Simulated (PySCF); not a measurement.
SCF from a fresh guess for sextet HFeO, at the PBE0 minimum. PySCF input:

```python
from pyscf import gto, scf, dft
mol = gto.M(atom='''
Fe     0.338076    -0.000000    -0.009835
O     -1.306851     0.000000     0.038018
H      1.978206    -0.000000    -0.057548''',
    basis={'Fe': 'def2-TZVP', 'O': 'def2-TZVP', 'H': 'def2-TZVP'},
    charge=0, spin=5)
mf = dft.UKS(mol, xc='PBE0')
mf.grids.atom_grid = (50, 194)
aux = {'Fe': 'def2-universal-JKFIT', 'O': 'def2-universal-JKFIT', 'H': 'def2-universal-JKFIT'}
mf = mf.density_fit(auxbasis=aux)
mf.conv_tol = 1e-08
mf.diis_space = 10
mf.max_cycle = 60
mf.init_guess = 'minao'
mf.verbose = 4
mf.kernel()
```

Excerpt of the output (cycles alone):

```
init E= -1338.07204576636
cycle= 1 E= -1326.97771038861  delta_E= 11.1  |g|= 4.68  |ddm|= 19.6
cycle= 2 E= -1299.29337898654  delta_E= 27.7  |g|= 10.6  |ddm|= 20.4
cycle= 3 E= -1325.79949172435  delta_E= -26.5  |g|= 7.04  |ddm|=    5
cycle= 4 E= -1327.84102679524  delta_E= -2.04  |g|= 6.35  |ddm|=  1.2
cycle= 5 E= -1332.05980066753  delta_E= -4.22  |g|= 5.27  |ddm|= 0.904
cycle= 6 E= -1333.5282477295  delta_E= -1.47  |g|= 4.55  |ddm|= 0.488
cycle= 7 E= -1335.63468196823  delta_E= -2.11  |g|= 3.44  |ddm|= 0.592
cycle= 8 E= -1336.53779715508  delta_E= -0.903  |g|= 2.92  |ddm|= 0.268
cycle= 9 E= -1338.6949702568  delta_E= -2.16  |g|= 1.11  |ddm|= 1.08
cycle= 10 E= -1338.25357654401  delta_E= 0.441  |g|= 1.46  |ddm|= 1.05
cycle= 11 E= -1339.00420413779  delta_E= -0.751  |g|= 0.656  |ddm|= 0.541
cycle= 12 E= -1339.055954624  delta_E= -0.0518  |g|= 0.433  |ddm|= 0.326
cycle= 13 E= -1339.1341909364  delta_E= -0.0782  |g|= 0.118  |ddm|= 0.194
cycle= 14 E= -1339.14099636525  delta_E= -0.00681  |g|= 0.0433  |ddm|= 0.0744
cycle= 15 E= -1339.14240678655  delta_E= -0.00141  |g|= 0.021  |ddm|= 0.0485
cycle= 16 E= -1339.14292164041  delta_E= -0.000515  |g|= 0.00364  |ddm|= 0.0467
cycle= 17 E= -1339.14293388831  delta_E= -1.22e-05  |g|= 0.00349  |ddm|= 0.00605
cycle= 18 E= -1339.14294197355  delta_E= -8.09e-06  |g|= 0.000621  |ddm|= 0.00486
cycle= 19 E= -1339.14294248498  delta_E= -5.11e-07  |g|= 0.000156  |ddm|= 0.00139
cycle= 20 E= -1339.14294251608  delta_E= -3.11e-08  |g|= 3.45e-05  |ddm|= 0.000352
cycle= 21 E= -1339.1429425177  delta_E= -1.61e-09  |g|= 1.48e-05  |ddm|= 6.45e-05
Extra cycle  E= -1339.14294251785  delta_E= -1.58e-10  |g|= 3.04e-05  |ddm|= 3.23e-05
converged SCF energy = -1339.14294251785  <S^2> = 8.7593287  2S+1 = 6.0031087
```

This is not the lowest solution: another start and a stability analysis within the same unrestricted form found one 136.5 kJ/mol lower, at -1339.19495 Eh.

Other spin states or occupations of the open shell can lie lower.

The search for the lowest solution, 3 starts and the stability check together, took 18 s on 2 threads of a shared Arm Neoverse N1 host, with 82 basis functions; the process peaked at 0.4 GiB.
